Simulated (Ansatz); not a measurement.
(1) Predict a relaxed structure of the cluster Hg3⁺, charge 1, doublet, at PBE/def2-TZVP (Ansatz).

Results:

(1) 
```xyz
3

Hg   -0.003    0.003    0.003
Hg   -0.287    1.662   -2.332
Hg    0.289   -1.665    2.329
```
Point group D∞h (tolerance 0.1 Å). This is one stationary point.

In the def2 sets Hg takes a core potential; there is no spin–orbit coupling. The relaxation made no stability test and no search for a lower SCF solution. The structure comes from a short search, and lower isomers may exist.
